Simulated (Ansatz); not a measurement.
CH8BNOSi can be A, `COB(N)[SiH3]`, or B, `BN[SiH2]OC`.

Calculated with Ansatz (gas phase, PBE0-D4/def2-TZVP geometries, no zero-point term in ΔE). CCSD(T)/CBS is the MP2 limit (def2-TZVPP, def2-QZVPP) plus CCSD(T) − MP2 in def2-TZVPP, frozen cores. Functionals use def2-TZVPP. B3LYP here is the variant with VWN-RPA as its local correlation; programs differ in this. One conformer a species, not always the lowest.

Q: Which isomer does CCSD(T)/CBS put lower? Give the gap. (Estimate.)

A: Computed: B, by 11.6 kcal/mol.

Q: Give E(B) − E(A) in kcal/mol with B2PLYP, PBE-D4, PBE0-D4, r2SCAN-D4, B3LYP, CCSD(T)/def2-TZVPP, B3LYP-D4. (Best estimate.)

A: The calculation gave: B2PLYP -11.8, PBE-D4 -4.4, PBE0-D4 -6.6, r2SCAN-D4 -8.6, B3LYP -10.4, CCSD(T)/def2-TZVPP -10.9, B3LYP-D4 -10.1. None reverses the order clearly.

Largest T1 diagnostic: 0.013.

In def2-TZVPP, CCSD(T) changes the Hartree–Fock value by +5.7 kcal/mol (the triples alone add +0.9 kcal/mol) and MP2 by +3.5 kcal/mol. From PBE to PBE0 (25 % exact exchange), in def2-TZVPP and without D4, E(B) − E(A) moves by −2.2 kcal/mol.
